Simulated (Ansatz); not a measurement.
A run for Ansatz (a program for electronic structure): R-B3LYP/def2-TZVPP on CH5BFN (SMILES CB(N)F), a point of a torsion scan.

Ansatz 0.2 input:
```yaml
crystal:
  periodic: [false, false, false]
  atoms:
    - {symbol: C, position_ang: [-1.16725671, -0.04690744, -0.23427558]}
    - {symbol: B, position_ang: [0.22429777, -0.03945839, 0.52125701]}
    - {symbol: N, position_ang: [1.45249974, 0.12613620, -0.10129912]}
    - {symbol: F, position_ang: [0.25152507, -0.20246296, 1.85391441]}
    - {symbol: H, position_ang: [-1.68081926, -0.99351957, -0.08107928]}
    - {symbol: H, position_ang: [-1.06759525, 0.11093929, -1.30382200]}
    - {symbol: H, position_ang: [-1.82233978, 0.72649965, 0.16053023]}
    - {symbol: H, position_ang: [2.31756096, 0.12496483, 0.41189585]}
    - {symbol: H, position_ang: [1.57143264, 0.25688161, -1.08892734]}
basis:
  gaussian:
    orbitals: def2-TZVPP
hamiltonian:
  xc: {name: B3LYP}
scf: {lower_state_search: off}
```

The log:

```
WARN ansatz: RAYON_NUM_THREADS=1 ignored (pool sized by the plan → 1); use --threads N
Functional definition: B3LYP
these checks for a lower state are left out or cut short: stability, starts, cluster_reference, orbital_swaps, neighbouring_geometries, increment
integrals: 0.08 GiB planned
955 factors; their error is unknown
mean field: 0.82 GiB planned
mean field evaluation 1: about -5996.0218 eV, gradient 7.9e1 eV
mean field evaluation 2: about -5987.2863 eV, gradient 9.7e1 eV
mean field evaluation 4: about -6007.9038 eV, gradient 6.0e0 eV
mean field evaluation 8: about -6007.9705 eV, gradient 5.0e-2 eV
mean field evaluation 16: about -6007.9756 eV, gradient 8.3e-6 eV
mean field -6007.97557329 eV, -220.7890299662 hartree, gradient 1.5e-6 eV, S^2 0.000000; 0 other end points of the search recorded, 0 dependent functions left out
reference -6007.97581725 eV, -220.7890389316 hartree; 16, 16 occupied and 178, 178 virtual orbitals, 955 factors
Total energy: -6007.97581725 eV, -220.7890389316 hartree
Checks for a lower state left out: stability, starts, cluster_reference, orbital_swaps, neighbouring_geometries, increment
```

The calculation finished and met its thresholds.

Cost: around 2.3 core-seconds (rough).
